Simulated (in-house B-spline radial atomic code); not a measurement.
Inner levels of lead as electrons are removed. A shift is the extra binding of the orbital against the neutral atom ([Xe] 4f14 5d10 6s2 6p2). The density at the nucleus is averaged over the nuclear charge. Computed with a radial B-spline atomic code at the basis-set limit: Dirac-Hartree-Fock, average of the configuration, finite nuclei.

```tsv
ion	configuration	shift of 3d3/2 (eV)	shift of 3p3/2 (eV)	shift of 1s1/2 (eV)	radius of 3d3/2 (bohr)	radius of 3p3/2 (bohr)	radius of 1s1/2 (bohr)	Σ<r²> (bohr²)	change of density at nucleus (bohr⁻³)
Pb44+	[Kr] 4d2	2061.53	2045.86	2125.92	0.15419	0.17731	0.016055	2.059	3111.29
Pb45+	[Kr] 4d1	2142.23	2124.95	2216.01	0.15397	0.17708	0.016055	1.8962	3623.76
Pb46+	[Ar] 3d10 4s2 4p6	2223.84	2204.89	2307.31	0.15374	0.17683	0.016055	1.7373	4146.62
Pb47+	[Ar] 3d10 4s2 4p5	2305.6	2284.11	2405.67	0.15352	0.17684	0.016054	1.5819	4419.17
Pb48+	[Ar] 3d10 4s2 4p4	2388.07	2363.99	2505.13	0.1533	0.17664	0.016054	1.4293	4693.27
Pb49+	[Ar] 3d10 4s2 4p3	2471.25	2444.52	2605.69	0.15307	0.17642	0.016053	1.2796	4968.98
Pb50+	[Ar] 3d10 4s2 4p2	2555.13	2525.7	2707.35	0.15284	0.17621	0.016053	1.1326	5246.27
Pb51+	[Ar] 3d10 4s2 4p1	2639.72	2607.53	2810.11	0.15261	0.17599	0.016052	0.98829	5524.79
Pb52+	[Ar] 3d10 4s2	?	?	?	?	?	?	?	?
Pb53+	[Ar] 3d10 4s1	2812.32	2774.74	3018.51	0.15214	0.17553	0.016051	0.71486	-6399.89
Pb54+	[Ar] 3d10	?	?	?	?	?	?	?	?
Pb55+	[Ar] 3d9	3049.14	2993.84	3311.27	0.15086	0.17437	0.016051	0.55113	-17742.7
Pb56+	[Ar] 3d8	3199.59	3128.86	3500.93	0.14983	0.17346	0.016051	0.51793	-16590.7
Pb57+	[Ar] 3d7	3351.63	3265.15	3693.03	0.14883	0.17256	0.016051	0.48562	-15417.2
Pb58+	[Ar] 3d6	?	?	?	?	?	?	?	?
Pb59+	[Ar] 3d5	3660.44	3541.52	4084.55	0.14685	0.17078	0.016052	0.42354	-13005.6
Pb60+	[Ar] 3d4	3817.22	3681.6	4283.98	0.14588	0.1699	0.016052	0.39372	-11767.2
```

Q: Fill in the row of Pb52+.

A: shift of 3d3/2 (eV): 2725; shift of 3p3/2 (eV): 2690; shift of 1s1/2 (eV): 2913.97; radius of 3d3/2 (bohr): 0.15237; radius of 3p3/2 (bohr): 0.17577; radius of 1s1/2 (bohr): 0.016052; Σ<r²> (bohr²): 0.84665; change of density at nucleus (bohr⁻³): 5804.85.

Q: Fill in the row of Pb54+.

A: shift of 3d3/2 (eV): 2900.28; shift of 3p3/2 (eV): 2860.08; shift of 1s1/2 (eV): 3124.05; radius of 3d3/2 (bohr): 0.1519; radius of 3p3/2 (bohr): 0.17528; radius of 1s1/2 (bohr): 0.016051; Σ<r²> (bohr²): 0.58525; change of density at nucleus (bohr⁻³): -18873.5.

Q: Fill in the row of Pb58+.

A: shift of 3d3/2 (eV): 3505.24; shift of 3p3/2 (eV): 3402.71; shift of 1s1/2 (eV): 3887.57; radius of 3d3/2 (bohr): 0.14783; radius of 3p3/2 (bohr): 0.17167; radius of 1s1/2 (bohr): 0.016051; Σ<r²> (bohr²): 0.45417; change of density at nucleus (bohr⁻³): -14222.
